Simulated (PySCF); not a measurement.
**Correlation energy of Mg²⁺ (magnesium, charge +2)**

[Ne], closed-shell 1S. Computed with PySCF 2.14 in aug-cc-pVDZ, with no relativity, point nucleus. Frozen: [He] 2s2; 6 electrons correlated.

Total MP2 correlation energy: -1.85 mhartree.

Same-spin part -0.54 and opposite-spin part -1.32 mhartree; SCS-MP2 scales them by 1/3 and 6/5 to -1.76 mhartree.

```tsv
level	correlation energy (mhartree)
CCSD	-1.80
(T)	-0.03
CCSD(T)	-1.83
```

Diagnostics: T1 = 0.00086, D1 = 0.0012, largest double amplitude 0.003.

Cost of the coupled-cluster step: 0.1 s of wall time on 1 thread of Neoverse-N1 (shared host), for 6 correlated electrons.

Iterations:

```
CC2 = 0
CCSD nocc = 3, nmo = 25
frozen orbitals [0, 1]
max_cycle = 100
direct = 0
conv_tol = 1e-08
conv_tol_normt = 1e-06
diis_space = 8
diis_start_cycle = 0
Init t2, MP2 energy = -198.826090525318  E_corr(MP2) -0.00185176297346446
Init E_corr(CCSD) = -0.00185176297346615
cycle = 1  E_corr(CCSD) = -0.00177229444984834  dE = 7.94685236e-05  norm(t1,t2) = 0.002077
cycle = 2  E_corr(CCSD) = -0.00179728080040137  dE = -2.49863506e-05  norm(t1,t2) = 0.000223042
cycle = 3  E_corr(CCSD) = -0.00179737224326591  dE = -9.14428645e-08  norm(t1,t2) = 4.22905e-05
cycle = 4  E_corr(CCSD) = -0.00179785198236717  dE = -4.79739101e-07  norm(t1,t2) = 4.54592e-06
cycle = 5  E_corr(CCSD) = -0.00179785398798997  dE = -2.00562281e-09  norm(t1,t2) = 1.19229e-07
CCSD converged
E(CCSD) = -198.8260366163329  E_corr = -0.001797853987989973
CCSD(T) correction = -2.84741602734938e-05
```
